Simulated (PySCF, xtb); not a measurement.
In(Br)(NH2)2 (BrH₄InN₂), SMILES [NH2][In]([NH2])[Br].

GFN2-xTB (xtb) at its own geometry gives an orbital gap of 2.79 eV and a dipole moment of 5.68 D.

The structure is a stationary point at B3LYP-D3(BJ)/def2-SVP. The def2 effective core potentials stand for the cores of In; spin–orbit coupling is left out. Other conformers were not sampled.

Q: What does PBE/def2-TZVP in PySCF give? (Estimate from the structure and the level; the computed values follow.)

A: gap 3.54 eV (levels -6.02 and -2.48 eV), dipole 3.56 D.
